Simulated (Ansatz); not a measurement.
Spectroscopic constants of PdC, multiplicity 3 (not the ground state: that is measured with 2S+1 = 1). No spin–orbit coupling. The T1 diagnostic near the minimum is 0.070, so single-reference values are doubtful.

Seven points along R, fitted to fifth degree in 1/R; most abundant isotopes. Runs in def2 and cc sets follow the lowest solution found near the PBE0 minimum.

Codes used: Ansatz (a first-principles code).  In def2 rows elements past Kr take small-core potentials, without spin–orbit coupling.

```csv
level,r_e (Å),ω_e (cm⁻¹),B_e (cm⁻¹),α_e (cm⁻¹),dipole (D)
PBE/def2-TZVPP,1.741,804,0.516,0.0043,2.22
PBE0/def2-TZVPP,1.740,777,0.517,0.0045,2.50
wB97X-V/def2-TZVPP,1.750,750,0.511,0.0045,2.86
```
